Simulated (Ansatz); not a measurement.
**SbHF (SMILES [F][SbH]): where methods fail along a bond**

The species is SbHF (3 atoms), meant as a doublet with charge 0. SMILES: `[F][SbH]`. Geometry: relaxed at PBE0-D4/def2-TZVP.

```xyz
3

F    -0.8262    1.1003   -0.3412
Sb   -0.3238   -0.7513   -0.2559
H     1.1390   -0.4137    0.5838
```

The Sb2–H3 distance is scanned; the parts on either side stay rigid. Basis STO-3G, 19 core orbitals frozen in the correlated methods; program Ansatz 0.2.0. FCI is exact within this basis and core. Energies in eV from each method's value at 1.720 Å; open shells run as named. The shape above is that at 1.720 Å.

| distance (Å) | UB3LYP | U-r2SCAN0 | UCAM-B3LYP | U-wB97X | FCI |
| --- | --- | --- | --- | --- | --- |
| 1.720 | 0.00 | 0.00 | 0.00 | 0.00 | 0.00 |
| 2.150 | 1.15 | 1.27 | 1.29 | 1.31 | 1.06 |
| 2.580 | 2.72 | 2.77 | 2.90 | 3.01 | 2.35 |
| 3.440 | 3.74 | 3.60 | 3.77 | 3.72 | 3.18 |
| 4.300 | 3.82 | 3.67 | 3.84 | 3.72 | 3.24 |

Departure from the FCI curve at its largest: UB3LYP +0.58 eV at 4.30 Å; U-r2SCAN0 +0.43 eV at 4.30 Å; UCAM-B3LYP +0.60 eV at 4.30 Å; U-wB97X +0.66 eV at 2.58 Å. For the functionals part of the departure is owed to the small basis.
